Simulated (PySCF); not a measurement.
Mo⁺ (molybdenum, charge +1) across methods

[Kr] 4d5, high-spin 6S determinant. Computed with PySCF 2.14 in aug-cc-pVDZ-PP with ECP28MDF (5s5p4d2f, 54 functions), with a scalar-relativistic core potential.

```
method  E (hartree)  mean ε 4p α (eV)  mean ε 4p β (eV)  mean ε 4d α (eV)  Σ⟨r²⟩ (bohr²)   ⟨S²⟩
 HSE06     -67.6085           -49.275           -44.842           -12.346          34.54  8.750
  BLYP     -67.5661           -46.206           -43.172           -11.095          35.05  8.750
   LDA     -67.4362           -46.386           -43.296           -11.524          35.19  8.750
   UHF    -67.11429           -59.072           -50.300           -16.359          33.95  8.752
PBEsol     -67.5011           -46.266           -43.119           -11.397          35.00  8.750
 B3LYP     -67.6270           -49.029           -44.993           -12.358          34.68  8.750
  PBE0     -67.6106           -49.690           -45.243           -12.759          34.51  8.750
r2SCAN     -67.6456           -47.828           -43.612           -11.551          34.44  8.751
   PBE     -67.6179           -46.357           -43.181           -11.390          34.95  8.750
```

Energies and moments cover only the electrons outside the core potential.
